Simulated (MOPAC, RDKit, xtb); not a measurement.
Pair of molecules: NH3 (SMILES N) (first 4 atoms) with H2 (SMILES [H][H]); geometry from B3LYP-D3(BJ)/def2-TZVP, rigid monomers moved along the line of their centres of mass till N1···H5 is 2.36 Å.
(charge 0, multiplicity 1):
```xyz
6

N     -0.16830    -0.11108     0.05895
H     -0.71802     0.65433    -0.31429
H      0.74831    -0.06501    -0.37132
H     -0.60370    -0.97438    -0.24516
H     -0.02502    -0.00191     2.40835
H      0.02029     0.03262     3.15420
```

Monomers are frozen at their geometry in the pair; levels with a basis set take the counterpoise correction. RDKit's UFF carries no charges.

The state that AM1 reach isn't checked.

Run with MOPAC for AM1 (differences of heats of formation); RDKit for the force fields; xtb for the GFN methods. Values without a source in brackets are computed.

Problem. What interaction energy does GFN-FF give?

Solution. -0.1 kcal/mol

Problem. Give the interaction energy at the level AM1.

Solution. 1.1 kcal/mol

Problem. What interaction energy does UFF give?

Solution. 1.6 kcal/mol
